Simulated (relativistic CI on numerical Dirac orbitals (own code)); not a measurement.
# Hyperfine structure of Cd26+, mass number 111

Calculated at this level of theory: Dirac-Coulomb-Breit CI, separate exchange-only KLI orbitals for each configuration, QED by a radiative potential, unscaled Slater integrals (own radial code, finite nucleus).

Configurations in the expansion (outside the closed core [Ne]): 3s²3p⁶3d⁴, 3s²3p⁵3d⁵, 3s3p⁶3d⁵, 3s²3p⁶3d³4s, 3s²3p⁶3d³4p, 3s²3p⁶3d³4d, 3s²3p⁶3d³4f, 3s²3p⁵3d⁴4s, 3s²3p⁶3d²4s4p, 3s3p⁶3d⁴4s, 3s²3p⁶3d³5s, 3p⁶3d⁶, 3p⁵3d⁷, 3s²3p⁶3d²4s², 3s²3p⁶3d4s²4p, 3s²3p⁶3d4s²4d, 3s²3p⁶3d4s²4f, 3p⁶3d⁵4s, 3p⁵3d⁶4s. Double excitations out of closed p, d and f shells are left out; levels of such configurations are missing from the list, as are those of other unlisted configurations, and high levels can miss mixing partners.

Nuclear spin I = 1/2, μ = -0.594 μN (tables of Stone and Pyykkö). The electronic factors are computed for point nuclear moments, without core polarisation or the Bohr-Weisskopf and QED corrections.

```json
{"Level": "3s²3p⁶3d⁴ ⁵D1", "E (cm⁻¹)": "31237.2", "A (MHz)": "-1271"}
{"Level": "3s²3p⁶3d⁴ ⁵D2", "E (cm⁻¹)": "55866.6", "A (MHz)": "-5675"}
{"Level": "3s²3p⁶3d⁴ ⁵D3", "E (cm⁻¹)": "73535.4", "A (MHz)": "-8858"}
{"Level": "3s²3p⁶3d⁴ ⁵D4", "E (cm⁻¹)": "82104.8", "A (MHz)": "-11920"}
{"Level": "3s²3p⁶3d⁴ ³H4", "E (cm⁻¹)": "126213.2", "A (MHz)": "-13560"}
{"Level": "3s²3p⁶3d⁴ ³G3", "E (cm⁻¹)": "150169.1", "A (MHz)": "-14480"}
{"Level": "3s²3p⁶3d⁴ ³F2", "E (cm⁻¹)": "155613.5", "A (MHz)": "-13330"}
{"Level": "3s²3p⁶3d⁴ ³H5", "E (cm⁻¹)": "156994.2", "A (MHz)": "-13520"}
```

Levels with J = 0, under 50 % of one LS term, or S terms without an open s electron are left out. Small factors come from cancelling terms and can be off by tens of per cent or more.

At this charge energies of transitions that change n are usually good to better than 1 %, and those within a shell (Δn = 0) to a few per cent. Terms inside the open d or f shell come out 10 to 20 % too wide with unscaled integrals.

Task: Give the hyperfine levels of 3s²3p⁶3d⁴ ⁵D2 relative to its centre of gravity.

Result: With K = F(F + 1) − I(I + 1) − J(J + 1), E = AK/2: F = 3/2: 8512, F = 5/2: -5675 MHz.

LS names give the leading component of a level, which can be under half, so a name can repeat, a term be missing and a line seem to break the LS rules.
